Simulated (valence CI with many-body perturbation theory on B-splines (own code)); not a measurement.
**E1 transitions of Tl⁷⁵⁺**

Calculated by relativistic CI+MBPT: four valence electrons over a frozen Dirac-Fock core [He], radial functions for each j: 11 s, 11 p, 9 d, 7 f, 5 g, 2 h, 1 i, with the one-electron correlation potential Σ1 (screened to all orders), the two-electron term Σ2, the three-electron term Σ3, Breit, model QED; selected single and double excitations, second order for the rest (own B-spline code, finite nucleus).

The last digits are not significant, and no measured levels were compared; by estimate large intervals hold to a few tenths of a per cent, small ones and those within an open d or f shell to about a per cent. Among the levels kept, up to 310 cm⁻¹ of a level comes from second order outside the variational space, and about a tenth of that is noise between levels of different J, which matters for small intervals.

Lines 1 to 50 of 248 in falling wavelength, among levels below 1210.8 Ry, chosen from the strongest by gf and those to the six lowest levels. Wavelengths and rates use the calculated energies. Electric multipoles are in the length gauge, E1 and E2 with the static RPA response of the core. Weak lines are less certain than strong ones. Lines between different terms over intervals too small for the method are left out, as are lines whose strength nearly cancels. The highest levels of a list are the least certain.

Levels are named by their leading jj configuration (3d3/2^4 stands for four electrons in 3d with j = 3/2), which in mixed levels can hold well under half, so a name can repeat and another be missing. Letters in brackets count levels of one name in rising energy.

| λ vac (nm) | Upper | Lower | A (s⁻¹) | S (a.u.) with core polarisation | S without |
| --- | --- | --- | --- | --- | --- |
| 5.103 | (2s 2p1/2 2p3/2 3d5/2) J=5 | (2s 2p1/2 2p3/2 3p3/2) J=4 | 1.06e+11 | 7.66e-02 | 7.66e-02 |
| 5.063 | (2s 2p1/2^2 3d5/2) J=3 | (2s 2p1/2^2 3p3/2) J=2 | 1.11e+11 | 4.98e-02 | 4.98e-02 |
| 5.024 | (2s 2p1/2 2p3/2 3d5/2) J=4 [b] | (2s 2p1/2 2p3/2 3p3/2) J=3 [b] | 8.88e+10 | 5.00e-02 | 5.00e-02 |
| 5.018 | (2s^2 2p3/2 3d5/2) J=3 | (2s^2 2p3/2 3p3/2) J=2 | 6.57e+10 | 2.87e-02 | 2.87e-02 |
| 5.017 | (2s 2p1/2 2p3/2 3d5/2) J=4 [a] | (2s 2p1/2 2p3/2 3p3/2) J=3 [a] | 1.05e+11 | 5.88e-02 | 5.88e-02 |
| 5.005 | (2s^2 2p3/2 3d5/2) J=4 | (2s^2 2p3/2 3p3/2) J=3 | 6.66e+10 | 3.71e-02 | 3.71e-02 |
| 4.861 | (2s^2 2p1/2 3d5/2) J=3 | (2s^2 2p1/2 3p3/2) J=2 | 1.15e+11 | 4.57e-02 | 4.57e-02 |
| 4.795 | (2s 2p1/2^2 3d5/2) J=2 | (2s 2p1/2^2 3p3/2) J=1 | 1.14e+11 | 3.10e-02 | 3.10e-02 |
| 4.570 | (2s 2p1/2 2p3/2^2) J=2 [a] | (2s^2 2p3/2^2) J=2 | 3.25e+09 | 7.66e-04 | 7.68e-04 |
| 4.434 | (2s 2p1/2 2p3/2 3p3/2) J=4 | (2s^2 2p3/2 3p3/2) J=3 | 7.21e+10 | 2.79e-02 | 2.79e-02 |
| 3.907 | (2s 2p1/2 2p3/2^2) J=3 | (2s^2 2p3/2^2) J=2 | 1.91e+10 | 3.92e-03 | 3.93e-03 |
| 3.710 | (2s 2p1/2^2 2p3/2) J=2 | (2s^2 2p1/2 2p3/2) J=2 | 1.87e+10 | 2.35e-03 | 2.36e-03 |
| 3.520 | (2s 2p1/2^2 2p3/2) J=2 | (2s^2 2p1/2 2p3/2) J=1 | 2.38e+10 | 2.56e-03 | 2.56e-03 |
| 2.967 | (2s 2p1/2 2p3/2^2) J=1 [a] | (2s^2 2p3/2^2) J=2 | 3.89e+10 | 1.50e-03 | 1.51e-03 |
| 2.912 | (2s 2p1/2 2p3/2^2) J=2 [b] | (2s^2 2p3/2^2) J=2 | 3.12e+10 | 1.90e-03 | 1.90e-03 |
| 2.859 | (2s 2p1/2^2 2p3/2) J=1 | (2s^2 2p1/2 2p3/2) J=2 | 7.02e+10 | 2.43e-03 | 2.43e-03 |
| 2.745 | (2s 2p1/2^2 2p3/2) J=1 | (2s^2 2p1/2 2p3/2) J=1 | 1.55e+10 | 4.75e-04 | 4.76e-04 |
| 1.774 | (2s 2p1/2 2p3/2 3d3/2) J=3 [b] | (2s 2p1/2 2p3/2 3p1/2) J=2 [b] | 9.76e+11 | 1.88e-02 | 1.88e-02 |
| 1.766 | (2s 2p1/2 2p3/2 3d3/2) J=2 [d] | (2s 2p1/2 2p3/2 3p1/2) J=1 [c] | 1.31e+12 | 1.79e-02 | 1.79e-02 |
| 1.755 | (2s^2 2p1/2 3d3/2) J=1 | (2s^2 2p1/2 3p1/2) J=0 | 1.32e+12 | 1.06e-02 | 1.06e-02 |
| 1.752 | (2s 2p1/2 2p3/2 3d3/2) J=2 [b] | (2s 2p1/2 2p3/2 3p1/2) J=2 [b] | 1.42e+12 | 1.88e-02 | 1.88e-02 |
| 1.726 | (2s 2p1/2 2p3/2 3d3/2) J=1 [b] | (2s 2p1/2 2p3/2 3p1/2) J=2 [b] | 1.91e+12 | 1.46e-02 | 1.46e-02 |
| 1.716 | (2s^2 2p3/2 3d5/2) J=4 | (2s 2p1/2 2p3/2 3s) J=3 | 5.54e+11 | 1.24e-02 | 1.24e-02 |
| 1.715 | (2s^2 2p3/2 3d3/2) J=2 | (2s^2 2p3/2 3p1/2) J=2 | 1.04e+12 | 1.29e-02 | 1.29e-02 |
| 1.712 | (2s 2p1/2 2p3/2 3d3/2) J=2 [a] | (2s 2p1/2 2p3/2 3p1/2) J=2 [a] | 1.06e+12 | 1.31e-02 | 1.31e-02 |
| 1.711 | (2s^2 2p3/2 3d3/2) J=2 | (2s^2 2p3/2 3p1/2) J=1 | 1.08e+12 | 1.33e-02 | 1.33e-02 |
| 1.706 | (2s 2p1/2^2 3d3/2) J=1 | (2s 2p1/2^2 3p1/2) J=0 | 1.48e+12 | 1.08e-02 | 1.08e-02 |
| 1.700 | (2s 2p1/2 2p3/2 3p3/2) J=1 [a] | (2s 2p1/2 2p3/2 3s) J=1 [a] | 2.54e+12 | 1.85e-02 | 1.85e-02 |
| 1.699 | (2s 2p1/2^2 3p3/2) J=1 | (2s 2p1/2^2 3s) J=0 | 2.17e+12 | 1.58e-02 | 1.58e-02 |
| 1.696 | (2s 2p1/2 2p3/2 3d3/2) J=2 [c] | (2s 2p1/2 2p3/2 3p1/2) J=1 [b] | 1.55e+12 | 1.86e-02 | 1.86e-02 |
| 1.694 | (2s^2 2p3/2 3d3/2) J=3 | (2s^2 2p3/2 3p1/2) J=2 | 2.20e+12 | 3.69e-02 | 3.69e-02 |
| 1.690 | (2s 2p1/2 2p3/2 3d3/2) J=3 [c] | (2s 2p1/2 2p3/2 3p1/2) J=2 [c] | 2.21e+12 | 3.69e-02 | 3.69e-02 |
| 1.689 | (2s 2p1/2^2 3d3/2) J=2 | (2s 2p1/2^2 3p1/2) J=1 | 2.19e+12 | 2.60e-02 | 2.60e-02 |
| 1.687 | (2s 2p1/2 2p3/2 3d3/2) J=3 [a] | (2s 2p1/2 2p3/2 3p1/2) J=2 [a] | 2.00e+12 | 3.32e-02 | 3.32e-02 |
| 1.686 | (2s 2p1/2 2p3/2 3d3/2) J=2 [a] | (2s 2p1/2 2p3/2 3p1/2) J=1 [a] | 1.11e+12 | 1.31e-02 | 1.31e-02 |
| 1.686 | (2s^2 2p1/2 3d3/2) J=2 | (2s^2 2p1/2 3p1/2) J=1 | 2.22e+12 | 2.62e-02 | 2.62e-02 |
| 1.681 | (2s 2p1/2 2p3/2 3p3/2) J=2 [b] | (2s 2p1/2 2p3/2 3s) J=2 [b] | 2.21e+12 | 2.59e-02 | 2.59e-02 |
| 1.681 | (2s 2p1/2 2p3/2 3d3/2) J=4 | (2s 2p1/2 2p3/2 3p1/2) J=3 | 2.20e+12 | 4.64e-02 | 4.64e-02 |
| 1.680 | (2s^2 2p3/2 3p3/2) J=1 | (2s^2 2p3/2 3s) J=1 | 2.76e+12 | 1.93e-02 | 1.93e-02 |
| 1.679 | (2s^2 2p3/2 3d3/2) J=1 | (2s^2 2p3/2 3p1/2) J=1 | 1.85e+12 | 1.29e-02 | 1.29e-02 |
| 1.677 | (2s 2p1/2 2p3/2 3d3/2) J=1 [a] | (2s 2p1/2 2p3/2 3p1/2) J=1 [a] | 1.91e+12 | 1.33e-02 | 1.33e-02 |
| 1.674 | (2s 2p1/2 2p3/2 3p3/2) J=2 [c] | (2s 2p1/2 2p3/2 3s) J=1 [c] | 2.91e+12 | 3.36e-02 | 3.36e-02 |
| 1.674 | (2s 2p1/2 2p3/2 3p3/2) J=3 [c] | (2s 2p1/2 2p3/2 3s) J=2 [c] | 2.94e+12 | 4.76e-02 | 4.76e-02 |
| 1.673 | (2s 2p1/2 2p3/2 3d3/2) J=1 [c] | (2s 2p1/2 2p3/2 3p1/2) J=0 | 1.48e+12 | 1.03e-02 | 1.03e-02 |
| 1.670 | (2s 2p1/2 2p3/2 3p3/2) J=2 [a] | (2s 2p1/2 2p3/2 3s) J=1 [a] | 9.05e+11 | 1.04e-02 | 1.04e-02 |
| 1.661 | (2s 2p1/2 2p3/2 3d3/2) J=3 [b] | (2s 2p1/2 2p3/2 3p1/2) J=3 | 1.14e+12 | 1.80e-02 | 1.80e-02 |
| 1.659 | (2s^2 2p3/2 3p3/2) J=3 | (2s^2 2p3/2 3s) J=2 | 3.51e+12 | 5.54e-02 | 5.54e-02 |
| 1.655 | (2s 2p1/2 2p3/2 3p3/2) J=3 [a] | (2s 2p1/2 2p3/2 3s) J=2 [a] | 3.47e+12 | 5.44e-02 | 5.44e-02 |
| 1.648 | (2s 2p1/2 2p3/2 3p3/2) J=3 [b] | (2s 2p1/2 2p3/2 3s) J=2 [b] | 1.21e+12 | 1.88e-02 | 1.88e-02 |
| 1.643 | (2s 2p1/2 2p3/2 3p3/2) J=4 | (2s 2p1/2 2p3/2 3s) J=3 | 2.89e+12 | 5.70e-02 | 5.70e-02 |
